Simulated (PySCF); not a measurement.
**Nuclear quadrupole coupling in `COB(NC=O)OC`**

C₃H₈BNO₃.
Atom-mapped SMILES: `[CH3:1][O:2][B:3]([NH:4][CH:5]=[O:6])[O:7][CH3:8]` (hydrogens: H9, H10, H11 on C1; H12 on N4; H13 on C5; H14, H15, H16 on C8)

Geometry (PBE0-D3(BJ)/def2-SVP, Å), atoms numbered from 1 in this order:
```xyz
16
C3H8BNO3 angstrom
C     -1.057    1.786    0.276
O      0.075    0.951    0.292
B      0.261   -0.339   -0.034
N     -0.678   -1.335   -0.558
C     -1.982   -1.346   -0.955
O     -2.766   -0.428   -0.940
O      1.503   -0.882    0.131
C      2.567   -0.123    0.640
H     -1.260    2.129    1.302
H     -0.831    2.671   -0.339
H     -1.942    1.274   -0.125
H     -0.221   -2.235   -0.679
H     -2.289   -2.355   -1.326
H      3.349   -0.814    0.987
H      2.999    0.529   -0.138
H      2.251    0.516    1.479
```

Field gradients from the PBE0/pcSseg-1 density (PySCF, non-relativistic), principal values in atomic units, ordered |Vxx| ≤ |Vyy| ≤ |Vzz|:

```tsv
atom	Vxx	Vyy	Vzz
O2	-0.8195	-0.8311	1.6506
B3	-0.1166	-0.1461	0.2627
N4	0.1538	0.4697	-0.6235
O6	0.7282	0.9326	-1.6609
O7	-0.6650	-0.9724	1.6373
```

Problem. Find the asymmetry η = (Vxx − Vyy)/Vzz and the couplings χ = eQV/h (234.96 MHz × Q in barn × V in au), with Q(17O) = −0.0256 b, Q(11B) = 0.04059 b, Q(14N) = 0.02044 b.

Solution. 
```
atom             environment  nucleus     η  χzz (MHz)  χxx (MHz)  χyy (MHz)
  O2      boron-bound oxygen      17O  0.01      -9.93       4.93       5.00
  B3  three-coordinate boron      11B  0.11      2.506     -1.112     -1.394
  N4          amide nitrogen      14N  0.51     -2.995      0.739      2.256
  O6            amide oxygen      17O  0.12       9.99      -4.38      -5.61
  O7      boron-bound oxygen      17O  0.19      -9.85       4.00       5.85
```

The gradient is axial or nearly so (η below 0.05) at O2. 

Problem. What is Vzz at O6 in SI units (1 au = 9.71736 × 10²¹ V/m²)?

Solution. -1.6609 au = -16.139 × 10²¹ V/m².

Problem. What couplings would deuterons (Q(2H) = 0.00286 b) have in place of the hydrogens, at this geometry?

Solution. 
| atom | bonded to | bond length (Å) | Vzz (au) | η | χzz (kHz) |
| --- | --- | --- | --- | --- | --- |
| H9 | C1 | 1.101 | 0.2830 | 0.09 | 190 |
| H10 | C1 | 1.101 | 0.2836 | 0.09 | 191 |
| H11 | C1 | 1.098 | 0.2596 | 0.11 | 174 |
| H12 | N4 | 1.016 | 0.3835 | 0.18 | 258 |
| H13 | C5 | 1.117 | 0.2526 | 0.06 | 170 |
| H14 | C8 | 1.100 | 0.2862 | 0.08 | 192 |
| H15 | C8 | 1.103 | 0.2798 | 0.09 | 188 |
| H16 | C8 | 1.101 | 0.2801 | 0.10 | 188 |

The structure is a single PBE0-D3(BJ)/def2-SVP conformer in the gas phase; no vibrational or solvent corrections. The small basis limits the accuracy of the gradients.
